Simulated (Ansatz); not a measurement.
Reaction (redistribution): `[NH2][In]([NH2])[SH]` + `C[O][In]([F])[F]` → `C[O][In]([NH2])[SH]` + `[NH2][In]([F])[F]`

Gas-phase electronic energies from Ansatz, PBE0-D4/def2-TZVP geometries. CCSD(T)/CBS is the MP2 limit (def2-TZVPP, def2-QZVPP) plus CCSD(T) − MP2 in def2-TZVPP, frozen cores. DFT in def2-TZVPP. HSE06 is defined as in plane-wave codes. def2 core potentials past Kr. For In outer-core shells are correlated without core-valence functions, which leaves a few kJ/mol of doubt a bond. One conformer a species, not always the lowest.

(1) Is it downhill or uphill in electronic energy at CCSD(T)/CBS, and by how much? (Best estimate.)

(2) What do these levels give: r2SCAN0-D4, HSE06-D4, BHLYP-D4, PBE, r2SCAN, HF/CBS(def2)? (Best estimate.)

(3) What do rigid-rotor, harmonic-oscillator terms from PBE0-D4/def2-TZVP frequencies (298.15 K, 1 bar) make of the CCSD(T)/CBS value? (Best estimate.)

Largest T1 diagnostic among the species: 0.017.

## Answers

(1) The calculation gave: Downhill: ΔE = -19.0 kJ/mol.

(2) The calculation gave: r2SCAN0-D4 -20.5, HSE06-D4 -20.2, BHLYP-D4 -19.9, PBE -19.2, r2SCAN -19.9, HF/CBS(def2) -14.1 kJ/mol.

(3) Ansatz gave: ΔZPE = +0.7 kJ/mol, ΔH = -18.8 kJ/mol, ΔS = -7 J/(mol·K), ΔG = -16.8 kJ/mol. Modes under 50 cm⁻¹ make the entropy rough.

In def2-TZVPP, CCSD(T) changes the Hartree–Fock value by −3.6 kJ/mol (the triples alone add −0.3 kJ/mol) and MP2 by −3.9 kJ/mol. Leaving LDA and LC-ωPBE aside and taking each functional with its dispersion term where it has one, the values, not all of them listed here, spread over 2.1 kJ/mol, from r2SCAN0-D4 to B2PLYP. LDA lies −4.4 kJ/mol from PBE without D4.
